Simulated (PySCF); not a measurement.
C2H8O2Si2, SMILES O[Si@H]1O[C@H](C)[SiH2]1.

Geometry optimised at ωB97X-D3(BJ)/def2-SVP. The structure was generated by enumeration; whether it is a known compound was not checked. The values are those of a single conformer.

These are ωB97X-D3(BJ)/def2-SVP (PySCF 2.14.0) values and carry that method's errors.

Frequencies are harmonic and unscaled.

```json
[
 {"mode": "1", "ν (cm⁻¹)": "51", "IR (km/mol)": "1.0", "moving atoms (share of kinetic energy)": "O 50 %, C 24 %, H 20 %"},
 {"mode": "2", "ν (cm⁻¹)": "145", "IR (km/mol)": "7.1", "moving atoms (share of kinetic energy)": "O 40 %, H 32 %, Si 22 %"},
 {"mode": "3", "ν (cm⁻¹)": "231", "IR (km/mol)": "18.0", "moving atoms (share of kinetic energy)": "H 37 %, O 28 %, Si 23 %, C 12 %"},
 {"mode": "4", "ν (cm⁻¹)": "245", "IR (km/mol)": "4.9", "moving atoms (share of kinetic energy)": "H 51 %, C 32 %, Si 10 %"},
 {"mode": "5", "ν (cm⁻¹)": "257", "IR (km/mol)": "3.0", "moving atoms (share of kinetic energy)": "H 88 %"},
 {"mode": "6", "ν (cm⁻¹)": "339", "IR (km/mol)": "91.6", "moving atoms (share of kinetic energy)": "H 61 %, O 22 %, C 11 %"},
 {"mode": "7", "ν (cm⁻¹)": "367", "IR (km/mol)": "21.9", "moving atoms (share of kinetic energy)": "Si 36 %, H 29 %, O 27 %, C 8 %"},
 {"mode": "8", "ν (cm⁻¹)": "444", "IR (km/mol)": "40.1", "moving atoms (share of kinetic energy)": "O 30 %, Si 29 %, H 27 %, C 13 %"},
 {"mode": "9", "ν (cm⁻¹)": "457", "IR (km/mol)": "3.0", "moving atoms (share of kinetic energy)": "Si 46 %, H 26 %, O 15 %, C 13 %"},
 {"mode": "10", "ν (cm⁻¹)": "506", "IR (km/mol)": "5.3", "moving atoms (share of kinetic energy)": "H 45 %, Si 40 %, O 8 %"},
 {"mode": "11", "ν (cm⁻¹)": "592", "IR (km/mol)": "5.2", "moving atoms (share of kinetic energy)": "H 56 %, C 27 %, Si 15 %"},
 {"mode": "12", "ν (cm⁻¹)": "676", "IR (km/mol)": "31.7", "moving atoms (share of kinetic energy)": "H 72 %, C 19 %"},
 {"mode": "13", "ν (cm⁻¹)": "717", "IR (km/mol)": "66.4", "moving atoms (share of kinetic energy)": "H 72 %, C 15 %, Si 13 %"},
 {"mode": "14", "ν (cm⁻¹)": "749", "IR (km/mol)": "77.8", "moving atoms (share of kinetic energy)": "H 51 %, O 34 %, Si 9 %"},
 {"mode": "15", "ν (cm⁻¹)": "806", "IR (km/mol)": "56.8", "moving atoms (share of kinetic energy)": "H 81 %, O 14 %"},
 {"mode": "16", "ν (cm⁻¹)": "831", "IR (km/mol)": "176.6", "moving atoms (share of kinetic energy)": "H 45 %, O 29 %, Si 24 %"},
 {"mode": "17", "ν (cm⁻¹)": "910", "IR (km/mol)": "227.4", "moving atoms (share of kinetic energy)": "H 88 %"},
 {"mode": "18", "ν (cm⁻¹)": "920", "IR (km/mol)": "21.4", "moving atoms (share of kinetic energy)": "O 38 %, H 28 %, Si 20 %, C 15 %"},
 {"mode": "19", "ν (cm⁻¹)": "938", "IR (km/mol)": "118.4", "moving atoms (share of kinetic energy)": "H 61 %, O 20 %, Si 12 %"},
 {"mode": "20", "ν (cm⁻¹)": "964", "IR (km/mol)": "185.1", "moving atoms (share of kinetic energy)": "H 49 %, O 23 %, Si 23 %"},
 {"mode": "21", "ν (cm⁻¹)": "998", "IR (km/mol)": "15.8", "moving atoms (share of kinetic energy)": "H 77 %, C 17 %"},
 {"mode": "22", "ν (cm⁻¹)": "1093", "IR (km/mol)": "64.0", "moving atoms (share of kinetic energy)": "C 52 %, H 31 %, O 17 %"},
 {"mode": "23", "ν (cm⁻¹)": "1138", "IR (km/mol)": "0.3", "moving atoms (share of kinetic energy)": "C 61 %, H 38 %"},
 {"mode": "24", "ν (cm⁻¹)": "1261", "IR (km/mol)": "12.7", "moving atoms (share of kinetic energy)": "H 62 %, C 34 %"},
 {"mode": "25", "ν (cm⁻¹)": "1349", "IR (km/mol)": "1.2", "moving atoms (share of kinetic energy)": "H 83 %, C 15 %"},
 {"mode": "26", "ν (cm⁻¹)": "1406", "IR (km/mol)": "6.0", "moving atoms (share of kinetic energy)": "H 73 %, C 27 %"},
 {"mode": "27", "ν (cm⁻¹)": "1461", "IR (km/mol)": "5.1", "moving atoms (share of kinetic energy)": "H 96 %"},
 {"mode": "28", "ν (cm⁻¹)": "1484", "IR (km/mol)": "5.8", "moving atoms (share of kinetic energy)": "H 96 %"},
 {"mode": "29", "ν (cm⁻¹)": "2239", "IR (km/mol)": "110.6", "moving atoms (share of kinetic energy)": "H 97 %"},
 {"mode": "30", "ν (cm⁻¹)": "2249", "IR (km/mol)": "94.6", "moving atoms (share of kinetic energy)": "H 96 %"},
 {"mode": "31", "ν (cm⁻¹)": "2296", "IR (km/mol)": "155.3", "moving atoms (share of kinetic energy)": "H 97 %"},
 {"mode": "32", "ν (cm⁻¹)": "3058", "IR (km/mol)": "18.3", "moving atoms (share of kinetic energy)": "H 97 %"},
 {"mode": "33", "ν (cm⁻¹)": "3082", "IR (km/mol)": "24.0", "moving atoms (share of kinetic energy)": "H 92 %"},
 {"mode": "34", "ν (cm⁻¹)": "3152", "IR (km/mol)": "20.7", "moving atoms (share of kinetic energy)": "H 90 %, C 10 %"},
 {"mode": "35", "ν (cm⁻¹)": "3161", "IR (km/mol)": "12.3", "moving atoms (share of kinetic energy)": "H 90 %, C 10 %"},
 {"mode": "36", "ν (cm⁻¹)": "3931", "IR (km/mol)": "101.0", "moving atoms (share of kinetic energy)": "H 94 %"}
]
```
